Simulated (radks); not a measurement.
Tl XXXVIII, configuration [Kr] 4d8. Calculated with a radial shooting solver on a logarithmic mesh with Libxc functionals: scalar-relativistic Kohn-Sham, PBE, spin-polarised, spherical densities, finite nucleus; open shells are filled with parallel spins first (spin-orbit coupling, left out, can overturn this in heavy ions); Fermi nuclear charge, rms radius 5.4759 fm.

Unscreened Slater integrals over Kohn-Sham orbitals (eV). They are taken over the spin-up orbitals.

F0(4d,4d): 63.959
F2(4d,4d): 32.650
F4(4d,4d): 22.232
F0(4d,4p): 63.979
F2(4d,4p): 32.846
G1(4d,4p): 40.912
G3(4d,4p): 26.195
F0(4d,4s): 65.236
G2(4d,4s): 32.619
F0(4p,4p): 64.168
F2(4p,4p): 33.484
F0(4p,4s): 65.403
G1(4p,4s): 44.161
F0(4s,4s): 66.763

Derived for the open shells (J is the average intra-shell exchange parameter used in DFT+U). 4d: Racah B = F2/49 - 5 F4/441 = 0.4143 eV, C = 35 F4/441 = 1.764 eV, C/B = 4.26, F4/F2 = 0.681, J = (F2 + F4)/14 = 3.920 eV.
